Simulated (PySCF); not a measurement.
A geometry optimisation, step by step.

Compound: C₆H₆BrN.
Atom-mapped SMILES: `[NH2:1][c:2]1[cH:3][cH:4][cH:5][c:6]([Br:7])[cH:8]1` (hydrogens: H9, H10 on N1; H11 on C3; H12 on C4; H13 on C5; H14 on C8)

Method: PySCF 2.14.0, PBE0-D3(BJ)/def2-SVP geometry optimisation, gas phase; density fitting, grid level 1; the optimiser is geomeTRIC in internal coordinates, started from a GFN2-xTB structure with every atom displaced at random (about 0.01 Å). The frame can shift and turn from step to step; on so coarse a grid that alone can change the energy by a few meV, and forces under 0.02 eV/Å are noise.

Step 0: E = -77825.0733 eV, largest atomic force 3.424 eV/Å
```
atom  x, y, z in Å  |  force x, y, z in eV/Å
N1      2.291   -0.386    0.309   -1.840   2.305  -0.077
C2      0.928   -0.124    0.101    1.721  -0.207   0.283
C3      0.453    1.164   -0.198    2.991  -0.233   0.288
C4     -0.844    1.417   -0.325   -3.414  -0.152  -0.215
C5     -1.810    0.392   -0.179   -0.431   0.830  -0.107
C6     -1.347   -0.868    0.116   -0.049  -0.642   0.006
Br7    -2.586   -2.301    0.323    0.183   0.203  -0.017
C8      0.017   -1.143    0.250   -1.179  -0.292   0.013
H9      2.917    0.324   -0.036    0.284  -0.184  -0.049
H10     2.577   -1.320    0.273    0.647  -1.546  -0.169
H11     1.180    1.964   -0.303    0.208   0.250  -0.050
H12    -1.213    2.414   -0.544    0.053   0.307  -0.075
H13    -2.891    0.600   -0.280    0.546  -0.099   0.036
H14     0.320   -2.148    0.484    0.280  -0.540   0.131
```

Step 1: E = -77825.2602 eV, largest atomic force 0.717 eV/Å
```
atom  x, y, z in Å  |  force x, y, z in eV/Å
N1      1.958    0.070    0.666    0.145  -0.667   0.073
C2      0.621    0.315    0.456   -0.017   0.003   0.007
C3      0.170    1.606    0.149   -0.697   0.156  -0.058
C4     -1.203    1.861   -0.001    0.701  -0.097   0.043
C5     -2.144    0.849    0.136   -0.014  -0.169   0.000
C6     -1.681   -0.436    0.433   -0.041   0.171  -0.014
Br7    -2.927   -1.839    0.616   -0.066  -0.087   0.011
C8     -0.332   -0.714    0.597    0.189  -0.014   0.013
H9      2.626    0.718    0.280    0.006   0.132  -0.060
H10     2.266   -0.902    0.628   -0.156   0.415   0.013
H11     0.886    2.421    0.036    0.065   0.042   0.002
H12    -1.524    2.878   -0.232   -0.066   0.049  -0.025
H13    -3.210    1.034    0.009   -0.020   0.029   0.013
H14    -0.006   -1.729    0.840   -0.028   0.036  -0.018
```

Step 2: E = -77825.2549 eV, largest atomic force 0.536 eV/Å
```
atom  x, y, z in Å  |  force x, y, z in eV/Å
N1      1.958    0.051    0.684    0.011   0.437  -0.099
C2      0.626    0.318    0.471   -0.351  -0.396   0.081
C3      0.170    1.610    0.162   -0.089   0.059  -0.021
C4     -1.192    1.860   -0.004    0.231   0.002   0.029
C5     -2.137    0.847    0.130   -0.051  -0.117   0.006
C6     -1.677   -0.435    0.435   -0.029   0.060  -0.015
Br7    -2.921   -1.848    0.617    0.002   0.019  -0.004
C8     -0.327   -0.710    0.604    0.004   0.014   0.018
H9      2.566    0.731    0.248    0.325  -0.146   0.070
H10     2.270   -0.909    0.611   -0.055   0.062  -0.064
H11     0.888    2.427    0.055    0.021   0.003   0.003
H12    -1.518    2.875   -0.243   -0.022  -0.009  -0.003
H13    -3.203    1.037   -0.001    0.006   0.015   0.002
H14    -0.003   -1.725    0.844   -0.005  -0.002  -0.002
```

Step 3: E = -77825.2685 eV, largest atomic force 0.248 eV/Å
```
atom  x, y, z in Å  |  force x, y, z in eV/Å
N1      1.958    0.060    0.678   -0.001   0.243  -0.048
C2      0.622    0.318    0.468   -0.097  -0.171   0.022
C3      0.166    1.611    0.160   -0.028   0.035  -0.009
C4     -1.192    1.859   -0.004    0.085   0.047   0.009
C5     -2.139    0.846    0.131   -0.047  -0.091   0.002
C6     -1.679   -0.436    0.435   -0.033   0.046  -0.014
Br7    -2.925   -1.847    0.618    0.015   0.024  -0.004
C8     -0.328   -0.712    0.603    0.042   0.027   0.013
H9      2.600    0.723    0.263    0.066  -0.060   0.044
H10     2.260   -0.900    0.608    0.004  -0.066  -0.022
H11     0.886    2.427    0.052    0.007  -0.020   0.005
H12    -1.520    2.874   -0.243   -0.021  -0.018  -0.001
H13    -3.204    1.037    0.001    0.010   0.012   0.003
H14    -0.004   -1.727    0.842   -0.002  -0.008   0.000
```

Step 4: E = -77825.2701 eV, largest atomic force 0.072 eV/Å
```
atom  x, y, z in Å  |  force x, y, z in eV/Å
N1      1.959    0.068    0.675    0.003  -0.035  -0.011
C2      0.620    0.315    0.466   -0.003  -0.016   0.011
C3      0.164    1.608    0.159   -0.051   0.048  -0.015
C4     -1.194    1.859   -0.003    0.062  -0.021   0.009
C5     -2.139    0.844    0.131    0.006  -0.022   0.001
C6     -1.678   -0.436    0.434   -0.036   0.019  -0.006
Br7    -2.928   -1.841    0.618   -0.005  -0.028   0.004
C8     -0.328   -0.716    0.602    0.022   0.029  -0.001
H9      2.610    0.727    0.272    0.006   0.009   0.006
H10     2.261   -0.895    0.604   -0.001   0.011   0.003
H11     0.886    2.421    0.052    0.011   0.001   0.002
H12    -1.524    2.873   -0.242   -0.006  -0.001  -0.001
H13    -3.205    1.036    0.002   -0.001   0.003   0.002
H14    -0.004   -1.731    0.843   -0.008   0.003  -0.002
```

Step 5: E = -77825.2700 eV, largest atomic force 0.054 eV/Å
```
atom  x, y, z in Å  |  force x, y, z in eV/Å
N1      1.958    0.066    0.675   -0.009  -0.024  -0.009
C2      0.620    0.318    0.465    0.014   0.014   0.003
C3      0.165    1.612    0.159   -0.003  -0.029   0.003
C4     -1.193    1.857   -0.003   -0.031   0.043  -0.010
C5     -2.141    0.843    0.130    0.011  -0.014   0.005
C6     -1.681   -0.436    0.434    0.023   0.004  -0.002
Br7    -2.921   -1.852    0.620   -0.002   0.019  -0.005
C8     -0.328   -0.710    0.601    0.017  -0.029   0.007
H9      2.617    0.723    0.280   -0.021   0.016   0.001
H10     2.256   -0.897    0.602    0.005  -0.002   0.007
H11     0.886    2.426    0.052   -0.007   0.000  -0.001
H12    -1.527    2.870   -0.243   -0.001   0.004   0.000
H13    -3.206    1.037    0.002    0.001   0.005  -0.002
H14    -0.005   -1.725    0.840    0.003  -0.005   0.002
```

Step 6: E = -77825.2704 eV, largest atomic force 0.024 eV/Å
```
atom  x, y, z in Å  |  force x, y, z in eV/Å
N1      1.958    0.067    0.675   -0.004   0.011  -0.011
C2      0.620    0.316    0.466    0.003  -0.002   0.003
C3      0.163    1.611    0.159    0.022   0.007  -0.002
C4     -1.194    1.859   -0.004   -0.004  -0.013   0.005
C5     -2.139    0.843    0.130   -0.024  -0.002  -0.001
C6     -1.679   -0.437    0.434    0.005   0.003  -0.002
Br7    -2.924   -1.848    0.618    0.003   0.009  -0.003
C8     -0.327   -0.714    0.602    0.001   0.002   0.001
H9      2.613    0.728    0.279   -0.007   0.002   0.007
H10     2.260   -0.895    0.602    0.003  -0.008   0.002
H11     0.885    2.424    0.053    0.000  -0.002   0.001
H12    -1.527    2.872   -0.243    0.001  -0.004   0.002
H13    -3.204    1.036    0.002   -0.001   0.000  -0.001
H14    -0.004   -1.729    0.841    0.001  -0.001   0.001
```

Step 7: E = -77825.2703 eV, largest atomic force 0.032 eV/Å
```
atom  x, y, z in Å  |  force x, y, z in eV/Å
N1      1.958    0.068    0.675   -0.001  -0.007  -0.009
C2      0.620    0.316    0.466    0.014  -0.003   0.006
C3      0.164    1.610    0.159   -0.029  -0.009  -0.001
C4     -1.194    1.857   -0.003    0.003   0.026  -0.006
C5     -2.141    0.842    0.130    0.032  -0.004   0.003
C6     -1.679   -0.437    0.433   -0.021  -0.006   0.000
Br7    -2.926   -1.846    0.616    0.002  -0.016   0.002
C8     -0.327   -0.715    0.602   -0.005   0.011  -0.002
H9      2.610    0.732    0.280    0.007  -0.002   0.006
H10     2.264   -0.893    0.602   -0.001   0.005   0.001
H11     0.886    2.424    0.053   -0.001  -0.001   0.001
H12    -1.527    2.870   -0.242   -0.001   0.004  -0.001
H13    -3.206    1.035    0.001    0.004  -0.001   0.001
H14    -0.004   -1.730    0.841   -0.002   0.002  -0.001
```

Step 8: E = -77825.2704 eV, largest atomic force under 0.02 eV/Å
```
atom  x, y, z in Å  |  force x, y, z in eV/Å
N1      1.958    0.068    0.675   -0.001  -0.005  -0.009
C2      0.620    0.316    0.466    0.005  -0.001   0.004
C3      0.163    1.610    0.159   -0.009  -0.001  -0.001
C4     -1.194    1.858   -0.003    0.002   0.006  -0.001
C5     -2.140    0.842    0.130    0.009  -0.003   0.001
C6     -1.679   -0.437    0.433   -0.005   0.000   0.000
Br7    -2.924   -1.848    0.616    0.000  -0.005   0.000
C8     -0.327   -0.714    0.601    0.000   0.003   0.000
H9      2.611    0.731    0.281    0.002   0.002   0.005
H10     2.262   -0.894    0.602   -0.001   0.004   0.002
H11     0.885    2.424    0.053    0.000   0.001   0.001
H12    -1.528    2.871   -0.242   -0.001   0.001   0.000
H13    -3.205    1.035    0.001    0.001   0.000   0.000
H14    -0.004   -1.729    0.841   -0.001   0.000  -0.001
```

Question: Summarise the path.

Answer: The energy falls by 19.02 kJ/mol from step 0 to step 8; nine tenths of that is first reached at step 1. It rises by more than 0.2 meV at step 2. The largest force goes from 3.424 to under 0.02 eV/Å. Among the bonds C3–C4 changes most, from 1.328 to 1.389 Å; the atoms move by 0.030 Å rms after alignment.

Question: Follow the three bonds and two angles with the largest change from start to end.

Answer: 
| step | E above end (kJ/mol) | largest force (eV/Å) | C3–C4 (Å) | N1–H10 (Å) | C2–C8 (Å) | H9–N1–H10 (°) | C3–C4–H12 (°) |
| --- | --- | --- | --- | --- | --- | --- | --- |
| 0 | 19.02 | 3.424 | 1.328 | 0.977 | 1.375 | 118.7 | 121.7 |
| 1 | 0.98 | 0.717 | 1.404 | 1.021 | 1.410 | 113.5 | 118.7 |
| 2 | 1.49 | 0.536 | 1.394 | 1.012 | 1.408 | 115.0 | 118.9 |
| 3 | 0.18 | 0.248 | 1.391 | 1.009 | 1.408 | 113.9 | 119.0 |
| 4 | 0.03 | 0.072 | 1.390 | 1.011 | 1.406 | 113.6 | 119.2 |
| 5 | 0.03 | 0.054 | 1.389 | 1.011 | 1.406 | 113.5 | 119.2 |
| 6 | 0.00 | 0.024 | 1.389 | 1.011 | 1.406 | 113.6 | 119.3 |
| 7 | 0.01 | 0.032 | 1.390 | 1.011 | 1.406 | 113.7 | 119.2 |
| 8 | 0.00 | under 0.02 | 1.389 | 1.011 | 1.406 | 113.7 | 119.3 |

What follows is the cost of the whole optimisation. Hardware: an Arm Neoverse V1 with one thread, shared host with 32 logical CPUs at a one-minute load of 48. Cost: 2.1 min, 0.64 GiB resident at most.
